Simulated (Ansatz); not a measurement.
TeF₂. Charge 0, multiplicity 1. Geometry PBE0-D4/def2-TZVP; atoms count from 1.

```xyz
3

Te    0.467   -0.692   -0.178
F    -1.388   -0.428    0.067
F     0.921    1.120    0.111
```

In the def2 sets Te takes a core potential; there is no spin–orbit coupling.

(1) Estimate the Mulliken populations from the PBE0/def2-TZVP orbitals of Ansatz.

(2) And the Mayer bond orders between heavy atoms (over 0.3)?

Results:

(1) 
```json
{"atom": "Te1", "charge (e)": "0.76"}
{"atom": "F2", "charge (e)": "-0.38"}
{"atom": "F3", "charge (e)": "-0.38"}
```
Mulliken values depend strongly on the basis.

(2) Te1–F2 0.91 (1.89 Å); Te1–F3 0.91 (1.89 Å).
